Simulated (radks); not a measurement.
Zn5+, configuration [Ar] 3d7 (the NIST ground configuration).

Calculated with a radial shooting solver on a logarithmic mesh with Libxc functionals: scalar-relativistic Kohn-Sham, PBE, spin-polarised, spherical densities, point nucleus; open shells are filled with parallel spins first.

Energy parts (eV):
| part | energy |
|---|---|
| total | -48658.956 |
| kinetic | 49442.175 |
| electron-nucleus | -114914.983 |
| Hartree | 18684.349 |
| exchange-correlation | -1870.496 |

Orbitals (lengths in bohr, moments of r in powers of bohr; <r^-3> diverges for s and p1/2; r(max) is where P^2 peaks):
| orbital | occ. | eigenvalue (eV) | <r^-3> | r(max) | <r> | <1/r> |
|---|---|---|---|---|---|---|
| 1s up | 1 | -9621.068 | - | 0.03291 | 0.05031 | 30.23 |
| 1s down | 1 | -9621.070 | - | 0.03291 | 0.05031 | 30.23 |
| 2s up | 1 | -1256.324 | - | 0.1893 | 0.2263 | 6.582 |
| 2s down | 1 | -1253.953 | - | 0.1892 | 0.2260 | 6.591 |
| 2p up | 3 | -1101.613 | 793.3 | 0.1522 | 0.1984 | 6.457 |
| 2p down | 3 | -1099.837 | 795.4 | 0.1521 | 0.1981 | 6.465 |
| 3s up | 1 | -222.6142 | - | 0.5828 | 0.6645 | 2.141 |
| 3s down | 1 | -218.3420 | - | 0.5836 | 0.6667 | 2.132 |
| 3p up | 3 | -176.0272 | 110.8 | 0.5840 | 0.6849 | 2.006 |
| 3p down | 3 | -171.8160 | 109.3 | 0.5853 | 0.6883 | 1.995 |
| 3d up | 5 | -100.2298 | 12.24 | 0.5383 | 0.7302 | 1.734 |
| 3d down | 2 | -96.0227 | 11.99 | 0.5424 | 0.7413 | 1.715 |

The highest occupied level is 3d down at -96.023 eV. Spin moment in Bohr magnetons: 3.
